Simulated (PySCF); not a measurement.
How methods differ on the ionisation energy of V¹¹⁺

V¹¹⁺ [Ne] 3s2 → V¹²⁺ [Ne] 3s1 [3s1/2^1, M_J = 1/2], as a difference of total energies. Computed with PySCF 2.14 in an even-tempered Gaussian basis (19 s from 0.76 bohr⁻², ratio 2.4; 13 p from 0.98 bohr⁻², ratio 2.4; 5 d from 3.8 bohr⁻², ratio 2.6; 4 f from 5.8 bohr⁻², ratio 2.6), with the two-component X2C-1e Hamiltonian. Correlated levels: 1s2 frozen; the 50 highest virtual spinors dropped. "Screened" scales the spin-orbit matrix elements by Boettger's factors to mimic the two-electron term; Breit and QED terms are absent.

```json
{"method": "GHF (screened spin-orbit)", "ionisation energy (eV)": "305.55"}
{"method": "GMP2 (screened spin-orbit)", "ionisation energy (eV)": "307.63"}
```

**Question.** How much does correlation contribute at GMP2 (screened spin-orbit)?

**Answer.** 307.63 − (305.55) = 2.08 eV, measured against GHF (screened spin-orbit).

For comparison: 308.5 ± 0.3 eV (semi-empirical (NIST evaluation); NIST Atomic Spectra Database, ionization energies).
